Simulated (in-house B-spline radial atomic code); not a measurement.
Computed with a B-spline radial atomic code. Model: two electrons, singlet ground state, non-relativistic, full CI in B-splines with partial waves to l = 8 (at full coupling up to 3e-4 hartree above the limit, correlation up to 0.6 % small), density held at that of full coupling by Lieb maximisation.

W(λ) is the mean repulsion in the state of coupling λ less the Hartree energy of the fixed density. Its start is exact exchange, its initial slope is twice the second-order Görling-Levy correlation energy, and its area from 0 to 1 is E_xc. A straight curve means weak, dynamic correlation, and a curve that drops fast and flattens means strong correlation.

Command:
```bash
python run_ac.py task.json out
```
Settings (lengths in bohr, energies in hartree):
```
potential              harmonic
strength               0.0122
lmax                   8
```

Time taken, with all properties: 19 s on 1 thread of Intel(R) Xeon(R) Processor @ 2.30GHz, on a shared host.

**W = mean repulsion less Hartree energy, and W of three functionals.**

Given: confinement harmonic well; well frequency 0.0122 hartree; external potential omega^2 r^2/2.

Computed: LDA exchange minus exact 8.0621 millihartree; PBE exchange minus exact 1.9459 millihartree.

```csv
coupling,W xc (hartree),W xc minus exchange (millihartree),kinetic minus Kohn-Sham (millihartree),LDA (PW92) W minus its exchange (millihartree),PBE W minus its exchange (millihartree),SCAN W minus its exchange (millihartree)
0,-0.061284,0,0,0,0,0
0.02,-0.063432,-2.147,0.02,-5.77,-3.16,-1.74
0.05,?,?,?,?,?,?
0.12,-0.070318,-9.034,0.46,-16.11,-10.98,-7.67
0.25,?,?,?,?,?,?
0.4,-0.077031,-15.747,2,-25.92,-19.49,-15.01
0.6,-0.078867,-17.583,2.9,-29.12,-22.4,-17.36
0.8,-0.079994,-18.71,3.68,-31.25,-24.36,-18.81
1,-0.080778,-19.493,4.38,-32.82,-25.81,-19.79
1.4,-0.081829,-20.544,5.62,-35.03,-27.86,-20.99
2,-0.082796,-21.512,7.25,-37.14,-29.84,-21.96
3,-0.083742,-22.458,9.57,-39.28,-31.85,-22.73
```

Task: What belongs in the row 0.05?

Result: W xc (hartree): -0.066068; W xc minus exchange (millihartree): -4.784; kinetic minus Kohn-Sham (millihartree): 0.11; LDA (PW92) W minus its exchange (millihartree): -10.15; PBE W minus its exchange (millihartree): -6.26; SCAN W minus its exchange (millihartree): -3.91.

Task: What belongs in the row 0.25?

Result: W xc (hartree): -0.074549; W xc minus exchange (millihartree): -13.265; kinetic minus Kohn-Sham (millihartree): 1.21; LDA (PW92) W minus its exchange (millihartree): -22.05; PBE W minus its exchange (millihartree): -16.05; SCAN W minus its exchange (millihartree): -12.04.

Task: What is the SCAN exchange minus exact?

Result: -0.71509 millihartree.

**Energy parts, natural occupations and partial-wave weights.**

Computed: exchange energy -0.061284 hartree; correlation energy -0.015113 hartree; kinetic part of the DFT correlation energy 0.0043801 hartree; kinetic part over minus potential part 0.22469; Hartree energy 0.12257 hartree; Kohn-Sham kinetic 0.010443 hartree.

| natural | occupation of the shell (electrons) |
| --- | --- |
| s | 1.4277 |
| p | 0.54407 |
| s | ? |
| d | 0.0089583 |
| p | 0.00043438 |
| s | 1.07e-05 |

Task: What belongs in the row s?

Result: occupation of the shell (electrons): 0.018872.

| wave | weight |
| --- | --- |
| s | 0.72327 |
| p | 0.27225 |
| d | 0.0044794 |
| f | ? |
| g | 7.8942e-08 |

Task: What belongs in the row f?

Result: weight: 8.7874e-07.

Task: What is the Lieb Oxford ratio E_xc over LDA exchange?

Result: 1.4354.

Task: What is the total energy?

Result: 0.0923 hartree.

Half-way to full coupling W has made 85 % of its drop, against 50 % for a straight line, and second-order (GL2) theory, half the initial slope, overshoots the correlation energy by about 281 %: correlation is strong. Over couplings 0 to 1 the errors in E_xc come to about -2.2 millihartree for LDA, -2.1 millihartree for PBE, -0.2 millihartree for SCAN, so SCAN is nearest. In LDA and PBE and SCAN the errors of exchange and correlation have opposite signs, so the sum is smaller than the larger of the two.
